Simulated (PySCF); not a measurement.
## Hf(2+): excitation energy

Hf(2+) [Xe] 4f14 5d2 (3F) → Hf(2+) [Xe] 4f14 5d1 6p1 (high-spin determinant), as a difference of total energies. Computed with PySCF 2.14 in x2c-TZVPPall with one added diffuse shell each of s, p, d, f type (12s8p8d4f1g, 113 functions), with the spin-free X2C one-electron Hamiltonian (Gaussian nucleus). Correlated levels: valence: [Xe] 4f14 frozen. The calculations carry no spin-orbit coupling.

```json
{"method": "UHF", "excitation energy (eV)": "5.631"}
{"method": "MP2 (valence)", "excitation energy (eV)": "5.632"}
{"method": "SCS-MP2 (valence)", "excitation energy (eV)": "5.631"}
{"method": "CCSD (valence)", "excitation energy (eV)": "5.583"}
```

A first-order spin-orbit estimate (lowest level to lowest level, LS coupling) adds -0.183 eV.

With two correlated electrons CCSD is exact in that space.

The coupled-cluster amplitudes are large for the upper state (T1 above 0.03 or a double amplitude above 0.15), so a single reference is strained.

The determinant of the upper state mixes LS terms, which raises its energy above the lowest term, most at the Hartree-Fock and MP2 levels.
